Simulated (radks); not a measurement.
Hf I, configuration [Kr] 4d10 4f14 5s2 5p4 5d2 6s2 5f2 (not the ground configuration). Calculated with a radial shooting solver on a logarithmic mesh with Libxc functionals: Dirac Kohn-Sham, PBE, spin-unpolarised, spherical densities, finite nucleus; open shells fill j = l - 1/2 first; Fermi nuclear charge, rms radius 5.347 fm.

Radial electron density D(r) = 4 pi r^2 rho(r):

r (bohr)  D(r) (e/bohr)
0.001635          14.64
0.001934          18.67
0.002306          23.87
0.002728          29.90
0.003253          37.40
0.003848          45.69
0.004552          54.95
0.005428          65.39
0.006421          75.52
0.007656          85.51
0.009057          93.50
0.01071           99.02
0.01278           101.4
0.01511           100.1
0.01802           96.14
0.02132           91.72
0.02522           89.53
0.03007           92.48
0.03557           101.4
0.04242           114.9
0.05018           126.5
0.05936           130.7
0.07078           124.1
0.08372           111.2
0.09984           101.4
0.1181            103.2
0.1397            113.5
0.1666            118.8
0.1971            107.1
0.2331            82.88
0.278             62.52
0.3288            60.10
0.3921            68.16
0.4638            69.77
0.5487            58.95
0.6543            41.35
0.774             27.49
0.9229            18.79
1.092             13.75
1.291             9.670
1.54              6.089
1.822             3.767
2.172             2.440
2.57              1.722
3.04              1.142
3.625            0.6261
4.288            0.3113
5.113            0.1748
6.048            0.1613
7.155            0.1872
8.532            0.2091
10.09            0.2026
12.03            0.1589
14.24           0.09371
16.84           0.04077
20.08           0.01262
23.75          0.002950
28.33         0.0004271

D(r) has 5 maxima, at r = 0.0131, 0.0584, 0.163, 0.439, 9.02 bohr, and minima at 0.0254, 0.106, 0.308, 5.67 bohr, inside which lie 2.03, 11.12, 29.82, 70.24 electrons.
